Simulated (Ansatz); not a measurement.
Basis-set extrapolation for CH$_{5}$FNSi, SMILES `C[SiH]([NH])F` radical (PBE0-D4/def2-TZVP geometry, frozen core, the Gaussian-basis code of Ansatz). Multiplicity 2, UHF reference.

|  | def2-TZVPP | def2-QZVPP |
| --- | --- | --- |
| HF | -483.759744 | -483.778569 |
| MP2 correlation | -0.716648 | -0.775556 |
| CCSD(T) correlation | -0.780662 | not run |

Energies in hartree. Use E(X) = E(∞) + A·exp(−7.88·√X) for Hartree–Fock and E(X) = E(∞) + B·X^(−2.97) for correlation, with X = 3 and 4, and add CCSD(T) minus MP2 of the smaller set to the MP2 limit.

Problem. What is the CCSD(T) energy at the basis-set limit?

Solution. HF limit: -483.778569 + (-0.018825) × 0.13774 = -483.78116. MP2 limit: -0.775556 + (-0.058908) × 0.74074 = -0.81919. Higher-order term: -0.780662 − (-0.716648) = -0.06401. Total: -484.66436 hartree, 325.4 kJ/mol below CCSD(T)/def2-TZVPP.
